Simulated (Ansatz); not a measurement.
Relaxation of BClF₂H₂OSi (8 atoms, charge 0, multiplicity 1), to a largest force component of 0.02 eV/Å in at most 50 steps.

Level of theory: RKS B3LYP-D4/def2-SVP in Ansatz 0.2.0.

```xyz
8
Properties=species:S:1:pos:R:3:forces:R:3
O 1.386 -1.416 0.543 -2.47 3.25 0.91
B 0.093 -0.624 0.708 3.96 -2.37 -0.82
Si -0.561 0.567 -0.706 1.34 1.08 -1.78
F -0.707 -0.308 -2.109 -0.15 1.04 1.07
F 0.630 1.752 -0.992 -1.81 -1.51 0.29
Cl -2.326 1.476 -0.099 0.40 -0.13 -0.45
H 2.069 -0.777 0.903 -0.57 -1.08 -0.54
H -0.491 -0.726 1.696 -0.70 -0.28 1.31
```

Q: Where does it end, and by what steps?

A: The run converged. After 33 steps the energy has fallen by 1.477 eV; O1 moved furthest, 1.04 Å.

| step | energy less start (eV) | largest force component (eV/Å) | accepted |
| --- | --- | --- | --- |
| 0 | 0.0000 | 3.964 | yes |
| 2 | -0.7329 | 1.086 | yes |
| 4 | -1.2225 | 1.552 | yes |
| 6 | -1.3746 | 1.527 | yes |
| 8 | -1.4421 | 0.209 | yes |
| 10 | -1.4459 | 0.064 | yes |
| 12 | -1.4482 | 0.027 | yes |
| 14 | -1.4466 | 0.391 | no |
| 16 | -1.4573 | 0.074 | yes |
| 18 | -1.4553 | 0.833 | no |
| 20 | -1.4680 | 0.186 | yes |
| 22 | -1.4720 | 0.212 | yes |
| 24 | -1.4755 | 0.044 | yes |
| 26 | -1.4726 | 0.470 | no |
| 28 | -1.4763 | 0.125 | no |
| 30 | -1.4772 | 0.044 | yes |
| 32 | -1.4774 | 0.032 | yes |
| 33 | -1.4774 | 0.012 | yes |

```xyz
8
Properties=species:S:1:pos:R:3
O 1.565 -0.463 0.909
B 0.281 -0.658 0.564
Si -0.539 0.579 -0.796
F -1.279 -0.241 -1.979
F 0.523 1.554 -1.527
Cl -1.958 1.773 0.111
H 1.889 -1.073 1.588
H -0.389 -1.529 1.074
```

Whether the end is a true minimum wasn't checked by a vibrational analysis.

The run took 100 s on 2 threads of Arm Neoverse V1 (shared host), peak memory 0.22 GiB.
